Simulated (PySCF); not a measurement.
# AgC: energy against distance

Set-up: PySCF, scalar-relativistic core potentials, basis sets Ag cc-pVDZ-PP with ECP28, C cc-pVDZ. Energies in eV from Ag (4d10 5s1) + C in their ground configurations at the same level. State: ⁴Σ⁻ (quartet), unpaired electrons σ ↑, π ↑↑.

All columns are PBE0. A positive dipole means Ag(−)C(+).

```csv
R (Å),E (eV),μ (D),Mulliken charge on Ag (basis-dependent),HOMO (eV),LUMO (eV),Mayer bond order,⟨S²⟩
1.736,-1.132,-3.21,0.22,-6.00,-3.28,1.76,3.77
1.816,-1.475,-3.40,0.25,-5.98,-3.28,1.58,3.77
1.897,-1.659,-3.57,0.27,-5.95,-3.30,1.43,3.77
1.958,-1.722,-3.67,0.29,-5.93,-3.32,1.33,3.77
2.018,-1.737,-3.77,0.30,-5.91,-3.34,1.25,3.76
2.079,-1.716,-3.86,0.30,-5.89,-3.37,1.17,3.76
2.159,-1.650,-3.95,0.31,-5.87,-3.41,1.09,3.76
2.260,-1.528,-4.04,0.30,-5.84,-3.46,1.01,3.76
2.381,-1.354,-4.09,0.30,-5.83,-3.52,0.93,3.76
2.543,-1.116,-4.07,0.28,-5.85,-3.57,0.82,3.76
```

A fit through these points gives, at Re = 2.010 Å, μ = -3.76 D and dμ/dR = -1.53 D/Å; the reduced mass is 10.79 u.

Question: How strong is the fundamental in the double-harmonic approximation, I = 42.26·(dμ/dR)²/μred km/mol?

Answer: I = 42.26·(-1.53)²/10.79 = 9.17 km/mol at PBE0.

Spin–orbit coupling is left out, which matters for elements this heavy, above all for dissociation energies. With d or f electrons several states lie close, and the lowest PBE0 determinant need not be the measured ground state.
